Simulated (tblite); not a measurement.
Compound: C4H13NSSi2.
Structure used (GFN2-xTB), in Å, numbered top down from 1:
```
atom  x, y, z in Å
C1     3.6186   -0.9384    0.3857
S2     1.9484   -1.6114    0.6195
Si3    0.7934   -0.1259   -0.4391
N4     0.6069    1.2771    0.5362
C5    -0.6111    2.0545    0.3934
C6    -1.8313    1.1361    0.4365
Si7   -1.4765   -0.3903   -0.6657
C8    -2.3638   -1.9319   -0.0060
H9     4.3151   -1.6879    0.7463
H10    3.7920   -0.7478   -0.6690
H11    3.7291   -0.0241    0.9606
H12    1.6200    0.1233   -1.6363
H13    1.3829    1.8153    0.8885
H14   -0.6089    2.6107   -0.5564
H15   -0.6563    2.7860    1.2058
H16   -2.7143    1.6990    0.1389
H17   -1.9856    0.8129    1.4667
H18   -1.9329   -0.0856   -2.0346
H19   -2.2015   -2.7808   -0.6620
H20   -3.4353   -1.7701    0.0657
H21   -1.9977   -2.2038    0.9797
```

Method: GFN2-xTB as coded in tblite; computed harmonic values from a numerical Hessian at the method's own geometry, unscaled. This tight-binding method is rough: wavenumbers can miss measured ones by several per cent, in bad cases by 10 to 20. Modes of hydrogen on silicon can be 10 to 20 % off. One conformer, not necessarily the lowest.

Harmonic wavenumbers (cm⁻¹): 25.2, 59.4, 64.8, 107.1, 110.9, 139.0, 148.7, 187.4, 204.2, 222.0, 285.8, 380.9, 413.7, 492.4, 550.8, 578.2, 611.7, 621.3, 672.2, 707.9, 729.0, 757.7, 784.8, 812.9, 831.3, 833.8, 944.7, 956.3, 968.1, 993.7, 1120.3, 1157.0, 1180.6, 1277.0, 1284.5, 1321.5, 1360.1, 1364.5, 1457.7, 1464.8, 1468.1, 1474.1, 1482.1, 1503.8, 2103.9, 2145.6, 2846.2, 2939.2, 2981.3, 3001.8, 3024.6, 3029.3, 3035.7, 3039.1, 3052.6, 3056.8, 3448.1.

A = 1795, B = 798.7, C = 612.4 MHz; mass 163.031 u (most abundant isotopes); point group C1, symmetry number 1.

Q: What is the zero-point energy?

A: ½Σν̃ = 35908 cm⁻¹ = 102.67 kcal/mol.

Q: What is S at 273.15 K and 1 bar for an ideal gas of classical rigid rotors and harmonic oscillators?

A: Translation 40.77, rotation 30.02, vibration 38.81: S = 109.6 cal/(mol K).

Q: And Cp and H(273.15 K) − H(0)?

A: Cp = 43.67 cal/(mol K), of which vibrations give 35.72 (their classical limit is 57 R = 113.3); H(273.15 K) − H(0) = 7.46 kcal/mol without the zero-point energy, 5.29 from vibrations.

Q: How do the functions run with temperature in this model?

A: 
```tsv
T (K)	S (cal/(mol K))	Cp (cal/(mol K))	H − H(0) (kcal/mol)	G − H(0) (kcal/mol)	ln q(vib)
50	63.3	16.5	0.58	-2.58	1.16
100	77.3	24.0	1.61	-6.12	3.17
298.15	113.5	46.5	8.59	-25.26	10.67
373.15	124.8	54.4	12.38	-34.21	13.26
500	142.4	65.8	20.03	-51.18	17.47
750	172.3	81.5	38.58	-90.64	25.15
1000	197.3	92.0	60.35	-136.92	32.09
```

q(vib) and H(0) count from the zero-point level.

Q: Blend soft modes into free rotors: weight 1/[1 + (100 cm⁻¹/ν̃)⁴] for the oscillator and the rest for a rotor with moment μB/(μ + B), μ = h/(8π²ν), B = 10⁻⁴⁴ kg m². What vibrational entropy results?

A: 34.85 cal/(mol K) in place of 38.81, which changes −T·S at 273.15 K by +1.08 kcal/mol.

Hindered rotation and anharmonicity are outside this model. Other conformers, if any are populated, would add a mixing term that is left out. The structure is chiral; the term R ln 2 for an equal mix with its mirror image is left out.
